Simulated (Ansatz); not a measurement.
`C=C(Cl)[TeH]` + `B1CS1` → `[TeH]B1CS1` + `C=CCl`  (formal exchange of groups at a Te–C bond)

Program: Ansatz. Geometries: PBE0-D4/def2-TZVP. ΔE: electronic, gas phase. CCSD(T)/CBS adds triple-zeta CCSD(T) − MP2 to the extrapolated MP2 energy (def2 sets, frozen cores). This one scheme is used for every species. Functionals use def2-TZVPP. def2 core potentials past Kr. For Te outer-core shells are correlated without core-valence functions, which leaves a few kJ/mol of doubt a bond.

Is it downhill or uphill in electronic energy at CCSD(T)/CBS, and by how much? (Best estimate.)

Computed: Downhill: ΔE = -98.8 kJ/mol.

What do these levels give: PBE-D4, r2SCANh-D4, CAM-B3LYP-D4, revPBE, r2SCAN, r2SCANh, HF/def2-SVP, HF/def2-TZVPP, MP2/def2-TZVPP, SCS-MP2/def2-TZVPP, HF/def2-QZVPP, MP2/CBS(def2)? (Best estimate.)

The calculation gave: PBE-D4 -101.5, r2SCANh-D4 -104.7, CAM-B3LYP-D4 -98.6, revPBE -103.3, r2SCAN -103.6, r2SCANh -104.9, HF/def2-SVP -112.0, HF/def2-TZVPP -104.4, MP2/def2-TZVPP -101.9, SCS-MP2/def2-TZVPP -98.9, HF/def2-QZVPP -103.0, MP2/CBS(def2) -99.7 kJ/mol.

What do rigid-rotor, harmonic-oscillator terms from PBE0-D4/def2-TZVP frequencies (298.15 K, 1 bar) make of the CCSD(T)/CBS value? (An estimate is asked.)

Computed: ΔZPE = +6.9 kJ/mol, ΔH = -92.1 kJ/mol, ΔS = -1 J/(mol·K), ΔG = -91.8 kJ/mol.

Largest T1 diagnostic among the species: 0.016.

From BLYP to BHLYP (50 % exact exchange), in def2-TZVPP and without D4, ΔE moves by −5.9 kJ/mol. At CCSD(T), def2-SVP lies −10.4 kJ/mol from the extrapolated value and def2-TZVPP −2.2 kJ/mol. Leaving LDA and LC-ωPBE aside and taking each functional with its dispersion term where it has one, the values, not all of them listed here, spread over 13.1 kJ/mol, from r2SCAN0-D4 to BLYP-D4.
